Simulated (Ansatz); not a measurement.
p-cresol (C$_{7}$H$_{8}$O), singlet, at a GFN2-xTB geometry. Base run: B3LYP/def2-SV(P) (Ansatz, an electronic-structure program).

Here is a job for Ansatz.
Ansatz 0.2 input:
```yaml
crystal:
  periodic: [false, false, false]
  atoms:
    - {symbol: C, position_ang: [-2.83485466, 0.11645217, 0.39917449]}
    - {symbol: C, position_ang: [-1.35119902, 0.04253937, 0.19543320]}
    - {symbol: C, position_ang: [-0.48079655, 0.69822704, 1.05464705]}
    - {symbol: C, position_ang: [0.88746555, 0.65034956, 0.85778854]}
    - {symbol: C, position_ang: [1.41233797, -0.06087735, -0.21302987]}
    - {symbol: O, position_ang: [2.75310773, -0.13806513, -0.44684273]}
    - {symbol: C, position_ang: [0.54999479, -0.72197732, -1.08106165]}
    - {symbol: C, position_ang: [-0.81332749, -0.66596930, -0.87292005]}
    - {symbol: H, position_ang: [-3.32025483, -0.78818912, 0.04028342]}
    - {symbol: H, position_ang: [-3.07584159, 0.25269851, 1.45093519]}
    - {symbol: H, position_ang: [-3.24713136, 0.96147983, -0.15374877]}
    - {symbol: H, position_ang: [-0.87489984, 1.25504510, 1.89283045]}
    - {symbol: H, position_ang: [1.55226643, 1.16616706, 1.53910024]}
    - {symbol: H, position_ang: [3.22889816, 0.36194627, 0.22698678]}
    - {symbol: H, position_ang: [0.96800090, -1.27300046, -1.90846528]}
    - {symbol: H, position_ang: [-1.47362327, -1.18409113, -1.55337055]}
basis:
  gaussian:
    orbitals: def2-SV_P_.json
hamiltonian:
  xc: b3lyp
```
The basis file holds def2-SV(P) in the JSON format of the Basis Set Exchange.

Variants of this job, named by their change:

| change | ΔE vs base (kcal/mol) |
|---|---|
| base | 0.000 |
| lower_state_search = full | 0.000 |
| final_grid = 6, 12, 29 | -0.005 |
| accuracy = high | -0.003 |
| point_charge = charge:1.0 position_ang:0.0041, 5.6714, -3.3883 | -1.67 |
| point_charge = charge:-1.0 position_ang:-6.0246, 0.7643, 3.4918 | -2.70 |
| forces = on | -0.008 |
| final_grid = 4, 8, 17 | [?] |
| nuclear_model = gaussian | 0.021 |
| final_grid = 10, 20, 41 | 0.000 |
| point_charge = charge:0.5 position_ang:-2.0718, -5.8076, 2.7085 | -0.77 |

### Question
Complete the blanks.

### Answer

- final_grid = 4, 8, 17, ΔE vs base (kcal/mol): 0.183
